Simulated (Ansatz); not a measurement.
A CCSD(T) single point on `[CH3][GeH]([CH3])[C]#N`.

```yaml
crystal:
  periodic: [false, false, false]
  atoms:
    - {symbol: C, position_ang: [-1.649645, -0.461888, -0.258714]}
    - {symbol: Ge, position_ang: [-0.001664, 0.184219, 0.543872]}
    - {symbol: C, position_ang: [1.586649, -0.718256, -0.119663]}
    - {symbol: C, position_ang: [0.166931, 2.051779, 0.047449]}
    - {symbol: N, position_ang: [0.266842, 3.153986, -0.272525]}
    - {symbol: H, position_ang: [-2.499865, 0.116971, 0.101885]}
    - {symbol: H, position_ang: [-1.801784, -1.510650, 0.000822]}
    - {symbol: H, position_ang: [-1.596616, -0.371114, -1.344105]}
    - {symbol: H, position_ang: [-0.067715, 0.181477, 2.078994]}
    - {symbol: H, position_ang: [1.641698, -0.627150, -1.204928]}
    - {symbol: H, position_ang: [1.548956, -1.776238, 0.144281]}
    - {symbol: H, position_ang: [2.483415, -0.278335, 0.316533]}
basis:
  gaussian: {orbitals: def2-TZVPP}
correlation: {method: ccsd_t}
output: {orbitals: {seedname: orbitals}}
```

```sh
$ ansatz run in.yaml --threads 4 --pin off --events-out ev --progress --plain
```

Output of Ansatz, abridged:

```
Functional definition: HF
1610 factors; integrals over basis functions are off by at most 1.2e-3 eV
mean field evaluation 1: about -61154.8066 eV, gradient 4.3e1 eV
mean field evaluation 2: about -61155.0482 eV, gradient 4.3e1 eV
mean field evaluation 4: about -61159.6148 eV, gradient 6.7e0 eV
mean field evaluation 8: about -61159.7447 eV, gradient 4.4e-1 eV
mean field -61159.74515575 eV, -2247.5791789097 hartree, gradient 1.2e-6 eV, S^2 0.000000; 0 other end points of the search recorded, 0 dependent functions left out
13 core orbitals not correlated: weight in the atoms' cores, before any rotation towards them, 1.000 or more for the frozen orbitals, at most 0.000 for the correlated occupied ones
reference -61159.74515575 eV, -2247.5791789097 hartree; 19, 19 occupied and 238, 238 virtual orbitals, 1610 factors
second order -25.87495021 eV of doubles, -0.00000000 eV of singles
cycle   1  -25.79559538 eV  change    7.9e-2 eV  update   1.2e-1
cycle   2  -26.57805384 eV  change   -7.8e-1 eV  update   3.6e-2
cycle   3  -26.71089662 eV  change   -1.3e-1 eV  update   1.6e-2
cycle   4  -26.70796538 eV  change    2.9e-3 eV  update   3.9e-3
cycle   5  -26.71074193 eV  change   -2.8e-3 eV  update   1.7e-3
cycle   6  -26.71114606 eV  change   -4.0e-4 eV  update   4.1e-4
cycle   7  -26.71122784 eV  change   -8.2e-5 eV  update   1.3e-4
cycle   8  -26.71128542 eV  change   -5.8e-5 eV  update   3.4e-5
cycle   9  -26.71129223 eV  change   -6.8e-6 eV  update   1.2e-5
perturbative correction -1.16526423 eV, -0.0428226707 hartree
Total energy: -61187.62171222 eV, -2248.6036234643 hartree
```

Run time 5.4 min (4 threads of a server CPU on a shared host); peak host memory 7.3 GiB.

MP2 recovers 92.8 % of the CCSD(T) correlation energy and the triples give 4.2 %; T1 = 0.0114.
